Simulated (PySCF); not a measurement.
Cd(OMe)(SeH) (CH4CdOSe), SMILES C[O][Cd][SeH]. Atoms are numbered in the order given.

```xyz
8

Cd     0.2001    -0.0853    -0.3917
O      0.9670    -0.6649    -2.1306
C      0.7607    -1.9295    -2.6947
H     -0.3044    -2.1525    -2.9169
H      1.3013    -1.9823    -3.6597
H      1.1433    -2.7658    -2.0720
Se    -0.6517     0.7831     1.7517
H     -1.8894     1.2659     1.1039
```
Charge 0, spin multiplicity 1.

Coordinates come from a B3LYP-D3(BJ)/def2-SVP optimisation. The def2 effective core potentials stand for the cores of Cd; spin–orbit coupling is left out. One conformer was computed; it need not be the lowest.

Calculation: PySCF with CAM-B3LYP/def2-TZVP.

| Property | Value |
|---|---|
| total energy | -2685.16895 hartree |
| highest occupied level | -8.33 eV |
| lowest empty level | -0.73 eV |
| orbital gap | 7.59 eV |
| dipole moment | 0.231 e·Å |
| quadrupole, principal values (traceless, Buckingham form, about the centre of nuclear charge) | -11.49, 3.18, 8.31 D·Å |
| mean static polarisability | 74.9 bohr³ (11.10 Å³) |
| polarisability, principal values | 56.1, 56.3, 112.3 bohr³ |
